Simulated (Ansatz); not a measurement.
Ansatz (a program for electronic structure) input (CCSD(T)/def2-SVPD):

Ansatz 0.2 input:
```yaml
crystal:
  periodic: [false, false, false]
  atoms:
    - {symbol: Au, position_ang: [-0.23543893, -0.23089208, -0.20701558]}
    - {symbol: O, position_ang: [1.72881556, 1.35808963, 1.44146641]}
    - {symbol: C, position_ang: [0.79485855, 1.22929287, 0.80374993]}
basis:
  gaussian:
    orbitals: def2-SVPD
magnetization: {spin_polarized: true, initial_magnetization: 1}
correlation: {method: ccsd_t, electrons: outside_noble_gas}
output: {forces: true}
```

Output:

```
Functional definition: HF
integrals: 0.10 GiB planned
752 factors; integrals over basis functions are off by at most 1.1e-3 eV
mean field: 0.20 GiB planned
mean field evaluation 1: about -6729.6710 eV, gradient 2.3e1 eV
mean field evaluation 2: about -6729.6803 eV, gradient 2.3e1 eV
mean field evaluation 4: about -6732.3291 eV, gradient 2.6e0 eV
mean field evaluation 8: about -6732.4426 eV, gradient 1.8e-1 eV
mean field evaluation 16: about -6729.6713 eV, gradient 2.3e1 eV
mean field evaluation 32: about -6728.8469 eV, gradient 1.1e-1 eV
mean field evaluation 64: about -6728.6705 eV, gradient 1.2e0 eV
mean field evaluation 96: about -6729.2660 eV, gradient 1.0e0 eV
mean field -6732.44557334 eV, -247.4128114046 hartree, gradient 2.2e-6 eV, S^2 0.772641; 0 other end points of the search recorded, 0 dependent functions left out
6 core orbitals not correlated
reference -6732.44557334 eV, -247.4128114046 hartree; 11, 10 occupied and 61, 62 virtual orbitals, 752 factors
densities: 0.60 GiB planned
second order -15.98819073 eV of doubles, -0.00000000 eV of singles
coupled cluster: 0.45 GiB planned
cycle   1  -14.92009589 eV  change     1.1e0 eV  update   1.4e-1
cycle   2  -15.45776898 eV  change   -5.4e-1 eV  update   4.7e-2
cycle   3  -15.58905750 eV  change   -1.3e-1 eV  update   2.6e-2
cycle   4  -15.58678547 eV  change    2.3e-3 eV  update   1.0e-2
cycle   5  -15.58337478 eV  change    3.4e-3 eV  update   5.9e-3
cycle   6  -15.58648309 eV  change   -3.1e-3 eV  update   3.5e-3
cycle   7  -15.58753385 eV  change   -1.1e-3 eV  update   1.8e-3
cycle   8  -15.58696529 eV  change    5.7e-4 eV  update   6.7e-4
cycle   9  -15.58723952 eV  change   -2.7e-4 eV  update   3.3e-4
cycle  10  -15.58713016 eV  change    1.1e-4 eV  update   1.1e-4
cycle  11  -15.58711735 eV  change    1.3e-5 eV  update   4.9e-5
cycle  12  -15.58716517 eV  change   -4.8e-5 eV  update   2.0e-5
cycle  13  -15.58715402 eV  change    1.1e-5 eV  update   9.1e-6
cycle  14  -15.58716239 eV  change   -8.4e-6 eV  update   4.5e-6
cycle  15  -15.58716000 eV  change    2.4e-6 eV  update   2.4e-6
cycle  16  -15.58715915 eV  change    8.5e-7 eV  update   1.3e-6
cycle  17  -15.58716013 eV  change   -9.8e-7 eV  update   5.2e-7
perturbative correction -0.60204545 eV, -0.0221247622 hartree
the calculation of the forces begins
Total energy: -6748.63477892 eV, -248.0077537363 hartree
Atom 0 at    -0.235439    -0.230892    -0.207016 Å, force    -0.125082    -0.101212    -0.104981 eV/Å
Atom 1 at     1.728816     1.358090     1.441466 Å, force     1.076166     0.232313     0.754378 eV/Å
Atom 2 at     0.794859     1.229293     0.803750 Å, force    -0.951083    -0.131101    -0.649397 eV/Å
Dipole moment:     0.036469     0.192208     0.068536 e Å
```

The spin state was set by rule; other spins were not relaxed.
